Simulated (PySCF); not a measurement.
Positional isomers: benzothiophene methyl+silyl. Gas-phase values, no solvent. Strings in code marks are SMILES.

All values below come from B3LYP-D3(BJ)/def2-TZVP // B3LYP-D3(BJ)/def2-SVP (PySCF). All candidates: neutral, multiplicity 1. B3LYP has the VWN-RPA correlation part, as in Gaussian. Delta-SCF ions had no search for a lower state. Excitations are Tamm–Dancoff values on a coarser integration grid. The basis has no diffuse functions, so Rydberg states are missing or too high.

```json
{
 "brightest of the four lowest singlets (TDA)": "5.47 eV",
 "vertical ionisation energy (Delta-SCF)": "7.86 eV",
 "LUMO": "-1.31 eV"
}
```

**Question.** Name which member has these values.
(A) `Cc1cc2cccc([SiH3])c2s1`
(B) `Cc1c([SiH3])ccc2sccc12`
(C) `Cc1cc([SiH3])cc2sccc12`
(D) `Cc1cc([SiH3])cc2ccsc12`

**Answer.** C, `Cc1cc([SiH3])cc2sccc12`. The others give `Cc1c([SiH3])ccc2sccc12`: 5.57 eV, 7.82 eV, -1.11 eV; `Cc1cc([SiH3])cc2ccsc12`: 5.58 eV, 7.90 eV, -1.13 eV; `Cc1cc2cccc([SiH3])c2s1`: 4.64 eV, 7.86 eV, -1.13 eV
